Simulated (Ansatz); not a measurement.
`N[Si](F)([SiH3])Cl` + H₂ → `N[SiH](F)Cl` + SiH₄ at 500 K and 1 bar (hydrogenolysis of the Si–Si bond).

Calculated with Ansatz (gas phase, PBE0-D4/def2-TZVP geometries, no zero-point term in ΔE). CCSD(T)/CBS adds triple-zeta CCSD(T) − MP2 to the extrapolated MP2 energy (def2 sets, frozen cores). This one scheme is used for every species. Each species was taken in one conformer, which may not be the lowest.

```
             species  CCSD(T)/CBS energy (Eh)  H − E (kJ/mol)  S (J/(mol·K))
`N[Si](F)([SiH3])Cl`              -1195.59251           201.4          454.5
                  H₂                 -1.17544            41.0          145.5
       `N[SiH](F)Cl`               -905.31614           141.3          367.1
                SiH₄               -291.46306           102.4          230.9
```

H − E and S are ideal-gas, rigid-rotor, harmonic terms from PBE0-D4/def2-TZVP, for one conformer and one mirror image of each species. The MP2-based limit puts H₂ 0.8 mEh under its directly extrapolated value; such offsets cancel only in part. 1 Eh = 2625.50 kJ/mol, R = 8.31446 J/(mol·K).

Q: By hand: ΔE, ΔH, ΔS and ΔG.

A: ΔE = (-905.31614) + (-291.46306) − (-1195.59251) − (-1.17544) = -0.01125 Eh = -29.5 kJ/mol. Δ(H − E) = 141.3 + 102.4 − 201.4 − 41.0 = 1.3, so ΔH = -28.2 kJ/mol. ΔS = 367.1 + 230.9 − 454.5 − 145.5 = -2.0 J/(mol·K). ΔG = -28.2 − 500 × (-2.0)/1000 = -27.2 kJ/mol.

Q: By hand: the equilibrium constant, and the temperature at which ΔG would vanish if ΔH and ΔS stayed fixed.

A: log₁₀ K = −ΔG/(RT ln 10) = 2.8. ΔG = 0 at ΔH/ΔS = 14100 K, far beyond where these terms or the molecules hold.

The number of gas molecules stays the same, so ΔS is small and ΔH decides. A doubt of 5 kJ/mol in ΔE shifts log₁₀ K by 0.5 here. Other conformers and mirror images would add mixing entropy, several J/(mol·K) or more a flexible species. These are equilibria of isolated gas molecules and say nothing of rates. Largest T1 diagnostic: 0.011 (customary marks: 0.02 for closed shells, 0.045 for open ones).
